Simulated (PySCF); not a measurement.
## Radial density of Sc (scandium, neutral)

UHF, [Ar] 3d1 4s2, 2D determinant. All numbers are calculated (PySCF 2.14, the non-relativistic Hamiltonian (point nucleus), in aug-cc-pVDZ (7s6p4d2f, 59 functions)).

```tsv
r (bohr)	4πr²ρ (e/bohr)	4πr²(ρα − ρβ)
0.00131	0.1258	0.0000
0.00220	0.3429	0.0000
0.00370	0.9110	0.0000
0.00622	2.318	0.0000
0.0105	5.490	0.0001
0.0176	11.53	0.0002
0.0296	19.82	0.0003
0.0498	24.75	0.0001
0.0838	20.66	-0.0007
0.141	19.30	0.0009
0.237	26.32	0.0220
0.399	14.95	0.1248
0.671	7.072	0.3815
1.13	8.082	0.5599
1.90	2.080	0.3707
3.19	0.7299	0.1005
5.37	0.2583	-0.0040
9.03	0.01237	-0.0016
15.2	2.267e-05	0.0000
```

Task: Where is the radial spin density 4πr²(ρα − ρβ) most negative, and why is it negative at all?

Result: Around r = 5.37 bohr, down to -0.0040 e/bohr: exchange with the open shell polarises the paired shells in an unrestricted calculation.
